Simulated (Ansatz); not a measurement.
`F[SiH2][O][GeH3]` + `C[NH][GeH3]` → `C[N]([GeH3])[SiH2]F` + `[OH][GeH3]` at 700 K and 1 bar (ligand exchange at the Si–O bond).

Isolated molecules relaxed with PBE0-D4/def2-TZVP in Ansatz; ΔE leaves out vibrations. CBS: MP2 limit from def2 TZ/QZ plus the TZ coupled-cluster correction, frozen cores. For Ge outer-core shells are correlated without core-valence functions, which leaves a few kJ/mol of doubt a bond. Scalar relativity is left out up to krypton. One conformer a species, not always the lowest.

```csv
species,CCSD(T)/CBS energy (Eh),H − E (kJ/mol),S (J/(mol·K))
`F[SiH2][O][GeH3]`,-2543.28863,200.0,466.9
`C[NH][GeH3]`,-2173.06430,268.1,408.1
`C[N]([GeH3])[SiH2]F`,-2562.63827,326.1,525.5
`[OH][GeH3]`,-2153.69723,141.7,338.7
```

H − E and S are ideal-gas, rigid-rotor, harmonic terms from PBE0-D4/def2-TZVP, for one conformer and one mirror image of each species. 1 Eh = 2625.50 kJ/mol, R = 8.31446 J/(mol·K).

Question: By hand: ΔE, ΔH, ΔS and ΔG.

Answer: ΔE = (-2562.63827) + (-2153.69723) − (-2543.28863) − (-2173.06430) = 0.01743 Eh = 45.8 kJ/mol. Δ(H − E) = 326.1 + 141.7 − 200.0 − 268.1 = -0.3, so ΔH = 45.5 kJ/mol. ΔS = 525.5 + 338.7 − 466.9 − 408.1 = -10.8 J/(mol·K). ΔG = 45.5 − 700 × (-10.8)/1000 = 53.1 kJ/mol.

Question: By hand: the equilibrium constant, and the temperature at which ΔG would vanish if ΔH and ΔS stayed fixed.

Answer: log₁₀ K = −ΔG/(RT ln 10) = -4.0. ΔH and −TΔS have one sign here, so there is no such temperature.

The number of gas molecules stays the same, so ΔS is small and ΔH decides. A doubt of 5 kJ/mol in ΔE shifts log₁₀ K by 0.4 here. Other conformers and mirror images would add mixing entropy, several J/(mol·K) or more a flexible species. Modes under 60 cm⁻¹, often nearly free rotors, make the harmonic entropy too high. These are equilibria of isolated gas molecules and say nothing of rates. Largest T1 diagnostic: 0.012 (customary marks: 0.02 for closed shells, 0.045 for open ones).

ΔS is within the doubt of such terms, so its sign, and with it that verdict, could turn.
